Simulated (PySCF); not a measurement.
Cd(Br)(OH) (BrCdHO), SMILES [Br][Cd][OH]. Heavy atoms are numbered as in [Cd:1]([Br:2])[OH:3]. Hydrogens are named by the atom that carries them.

Geometry optimised at B3LYP-D3(BJ)/def2-TZVP. The def2 effective core potentials stand for the cores of Cd; spin–orbit coupling is left out. The values are those of a single conformer.

Computed with PBE0/def2-TZVPD (PySCF).

Mulliken values depend strongly on the basis, most of all with diffuse functions as here. ESP charges are fitted to the potential on shells at 1.4 to 2.0 van der Waals radii. Atomic charges (e), one atom of each kind:

```
atom     Mulliken  ESP fit
-------  --------  -------
Cd1          0.79     0.73
Br2         -0.36    -0.35
O3 (OH)     -0.75    -0.67
H on O3      0.31     0.30
```
